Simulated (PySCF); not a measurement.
SMILES C[NH] (CH4N), doublet at its PBE0/def2-SVP optimised geometry (Å):

```
6

C      0.6497     0.0184     0.0000
N     -0.7771     0.0184     0.0000
H      1.0670     0.5505    -0.8805
H      1.0507    -1.0073    -0.0014
H      1.0665     0.5476     0.8825
H     -1.0670     1.0073     0.0000
```

Level of theory: PySCF 2.14.0 with unrestricted PBE0/def2-TZVP.

Map of the spin density (e/bohr³) on the plane z = 0.8 Å:

```
|00000000000000000000000000000|
|00000000000000000000000000000|
|00000000000000000000000000000|
|00000000000000000000000000000|
|00000000000000000000000000000|
|00000000000000000000000000000|
|00000000000000000000000000000|
|00000000000000000000000000000|
|00000000000000000000000000000|
|00000000000000000000000000000|
|00000000000000000011000000000|
|00000000011210000122100000000|
|00000000124431000143100000000|
|00000000137863000122100000000|
|00000000148973100011000000000|
|00000000135752000000000000000|
|00000000013321000000000000000|
|00000000001110000000000000000|
|00000000000000000000000000000|
|00000000000000000000000000000|
|00000000000000000000000000000|
|00000000000000000000000000000|
|00000000000000000000000000000|
|00000000000000000000000000000|
|00000000000000000000000000000|
|00000000000000000000000000000|
|00000000000000000000000000000|
|00000000000000000000000000000|
|00000000000000000000000000000|
```
Scale: ten equal steps from -0.001 (start of '0') to 0.049 (end of '9'), in the order '0123456789'; x runs from -3.50 to 3.50, y from -3.50 (bottom) to 3.50 (top).
